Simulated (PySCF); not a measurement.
**Excitation energy of N by level of theory**

N [He] 2s2 2p3 (4S) → N [He] 2s1 2p4 (4P), as a difference of total energies. Computed with PySCF 2.14 in aug-cc-pVTZ (5s4p3d2f, 46 functions), with the non-relativistic Hamiltonian (point nucleus). Correlated levels: valence: 1s2 frozen. The calculations carry no spin-orbit coupling.

| method | excitation energy (cm⁻¹) | error (cm⁻¹) |
| --- | --- | --- |
| UHF | 87833 | -299 |
| LDA | 85294 | -2839 |
| PBE | 83864 | -4269 |
| PBE0 | 85808 | -2324 |
| r2SCAN | 83305 | -4828 |
| BP86 | 83148 | -4984 |
| PW91 | 84011 | -4121 |
| MN15 | 83117 | -5015 |
| B3LYP | 85795 | -2337 |
| MP2 (valence) | 88967 | +835 |
| SCS-MP2 (valence) | 89075 | +943 |

Reference: 88132 cm⁻¹ (measured; NIST levels, between the centres of gravity of the two terms).

Errors of the correlated levels include the incompleteness of this basis and the frozen core.
